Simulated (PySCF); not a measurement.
Species: BCl2(OH).
Bonds: B1–Cl2, B1–Cl3, B1–O4. Hydrogens: H5 on O4.

Computed with PBE0-D3(BJ)/def2-SVP geometry optimisation, gas phase (PySCF 2.14.0).

**Question.** Give the optimised bond lengths and angles.

**Answer.** 
```json
{"bond": "B1–Cl2", "length (Å)": "1.750"}
{"bond": "B1–Cl3", "length (Å)": "1.766"}
{"bond": "B1–O4", "length (Å)": "1.338"}
{"bond": "O4–H5", "length (Å)": "0.964"}
```

A selection of angles:
```json
{"angle": "Cl2–B1–Cl3", "degrees": "119.9"}
{"angle": "Cl2–B1–O4", "degrees": "118.8"}
{"angle": "Cl3–B1–O4", "degrees": "121.3"}
{"angle": "B1–O4–H5", "degrees": "113.1"}
```

Torsions: H5–O4–B1–Cl2 180° (antiperiplanar).

B1 (boron bonded to 2 Cl and O) is planar (angles 121.3°, 119.9° and 118.8°, sum 360.0°, 0.00 Å off the plane of its three neighbours). The 4 heavy atoms lie in one plane (0.000 Å rms).

Point group: Cs (every atom within 0.08 Å of its image). No frequency check. One conformer, not necessarily the lowest (Cl2–B1–O4–H 180°).
